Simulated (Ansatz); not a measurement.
Isolated molecules relaxed with PBE0-D4/def2-TZVP in Ansatz; ΔE leaves out vibrations. CCSD(T)/CBS is the MP2 limit (def2-TZVPP, def2-QZVPP) plus CCSD(T) − MP2 in def2-TZVPP, frozen cores. Functionals use def2-TZVPP. B3LYP here is the variant with VWN-RPA as its local correlation; programs differ in this. One conformer a species, not always the lowest.

`CCB(O)CC` + `CBCl` → `CCB(O)BCl` + `CCC`  (formal exchange of groups at a B–C bond)

`CCB(O)CC`:

Z-matrix (Å, degrees):
```
C
C 1 1.525
H 1 1.093 2 111.7
H 1 1.093 2 111.7 3 -120.2
H 1 1.093 2 111.4 3 119.8
B 2 1.573 1 116.8 3 174.0
H 2 1.095 1 110.8 3 -59.2
H 2 1.102 1 108.8 3 55.6
C 6 1.581 2 123.9 1 -33.2
O 6 1.365 2 116.0 1 147.0
C 9 1.534 6 111.1 2 91.5
H 9 1.098 6 110.6 2 -147.3
H 9 1.095 6 110.8 2 -29.8
H 10 0.961 6 113.0 2 176.2
H 11 1.094 9 111.5 6 59.2
H 11 1.093 9 111.5 6 179.3
H 11 1.092 9 111.4 6 -60.6
```

`CBCl`:

Cartesian coordinates in Å:
```
C 0.051 0.609 0.382
B -0.104 -0.745 -0.354
Cl 0.525 -0.991 -1.968
H 0.601 1.371 -0.170
H 0.535 0.444 1.352
H -0.947 0.996 0.626
H -0.660 -1.683 0.132
```

`CCB(O)BCl`:

```xyz
13

C    -1.019    0.134   -1.432
C    -0.714    0.861   -0.120
B     0.534    0.279    0.629
O     1.511    1.134    1.021
B     0.722   -1.401    0.995
Cl    2.286   -1.922    1.602
H    -0.208    0.258   -2.154
H    -1.154   -0.941   -1.274
H    -1.932    0.511   -1.899
H    -1.577    0.744    0.552
H    -0.601    1.936   -0.291
H     2.242    0.681    1.459
H    -0.090   -2.273    0.911
```

`CCC`:

```xyz
11

C    -1.143   -0.141    0.571
C    -0.174    0.018   -0.589
C     1.272    0.128   -0.135
H    -1.083    0.712    1.253
H    -0.916   -1.040    1.151
H    -2.176   -0.219    0.226
H    -0.279   -0.832   -1.272
H    -0.443    0.906   -1.170
H     1.953    0.242   -0.981
H     1.577   -0.763    0.422
H     1.412    0.990    0.524
```

| level | ΔE (kcal/mol) | difference from CCSD(T)/CBS |
| --- | --- | --- |
| revPBE-D4 | 17.4 | -0.4 |
| PBE0-D4 | 18.3 | 0.5 |
| B3LYP-D4 | 18.4 | 0.6 |
| r2SCANh-D4 | 19.4 | 1.6 |
| BHLYP-D4 | 18.8 | 1.0 |
| ωB97X-V | 17.9 | 0.1 |
| ωB97M-V | 19.3 | 1.5 |
| PBE-QIDH | 18.5 | 0.7 |
| PBE | 17.3 | -0.5 |
| revPBE | 16.8 | -1.0 |
| PBE0 | 17.9 | 0.1 |
| RPA@PBE/def2-TZVPP | 16.0 | -1.8 |
| MP2/def2-SVP | 18.4 | 0.6 |
| CCSD(T)/def2-SVP | 16.7 | -1.1 |
| CCSD(T)/def2-TZVPP | 17.7 | -0.1 |
| MP2/def2-QZVPP | 19.1 | 1.3 |
| CCSD(T)/CBS | 17.8 | 0 |

Largest T1 diagnostic among the species: 0.013.

At CCSD(T), def2-SVP lies −1.1 kcal/mol from the extrapolated value and def2-TZVPP −0.1 kcal/mol. Leaving LDA and LC-ωPBE aside and taking each functional with its dispersion term where it has one, the values, not all of them listed here, spread over 2.2 kcal/mol, from revPBE-D4 to B97M-V. LDA lies +1.4 kcal/mol from PBE without D4. From BLYP to BHLYP (50 % exact exchange), in def2-TZVPP and without D4, ΔE moves by +1.2 kcal/mol.
